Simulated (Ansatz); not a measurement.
BH5Si (SMILES B[SiH3]) moved off its minimum; all values from Ansatz (a quantum-chemistry and plane-wave program), cores frozen in correlated methods.
(charge 0, multiplicity 1)
```xyz
7

B     -0.73889    -1.08355     0.05075
H     -0.33436    -2.17640     0.84003
H     -1.84667    -1.29918    -0.34145
Si     0.25326     0.52606    -0.23491
H     -0.21851     1.28985     1.18597
H      0.03316     1.30961    -1.27202
H      1.76123     0.15677     0.05559
```

Forces at MP2/cc-pV(T+d)Z (eV/Å):

```csv
atom,Fx,Fy,Fz
B1,-0.649,-3.990,1.623
H2,-0.568,2.660,-1.655
H3,0.053,0.206,-0.063
Si4,2.541,-1.077,5.923
H5,0.546,-0.892,-1.955
H6,-0.623,2.406,-3.279
H7,-1.299,0.688,-0.594
```

**Question.** Give the forces (eV/Å), the total energy and the dipole at CCSD(T)/cc-pV(T+d)Z.

**Answer.** 
| atom | Fx | Fy | Fz |
|---|---|---|---|
| B1 | -0.586 | -3.798 | 1.553 |
| H2 | -0.523 | 2.504 | -1.552 |
| H3 | -0.041 | 0.177 | -0.096 |
| Si4 | 2.454 | -1.172 | 5.775 |
| H5 | 0.509 | -0.808 | -1.809 |
| H6 | -0.636 | 2.443 | -3.315 |
| H7 | -1.176 | 0.654 | -0.556 |
Energy -316.7471 hartree, dipole 1.02 D.
